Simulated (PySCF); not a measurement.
In(OH)(SiH3)2 (H7InOSi2), SMILES [SiH3][In]([SiH3])[OH]. Geometry: PBE0-D3(BJ)/def2-SVP. The structure was generated by enumeration; whether it is a known compound was not checked. The def2 effective core potentials stand for the cores of In; spin–orbit coupling is left out. The values are those of a single conformer.

Q: Give the equilibrium geometry at PBE0-D3(BJ)/def2-SVP (PySCF confirms it by a frequency run) as a Z-matrix. (Estimate from the structure and the level; the computed values follow.)

A: This is not unique; one that fits is 
```
In
O 1 2.0111
H 2 0.9636 1 114.44
Si 1 2.5777 2 109.58 3 179.68
H 4 1.4938 1 111.56 2 3.28
H 4 1.4974 5 108.69 1 -121.88
H 4 1.4976 5 108.65 6 -116.61
Si 1 2.5891 2 117.01 3 -0.29
H 8 1.4968 1 112.07 2 2.68
H 8 1.4971 9 108.18 1 -121.94
H 8 1.4973 9 108.13 10 -116.44
```
Charge 0, spin multiplicity 1.
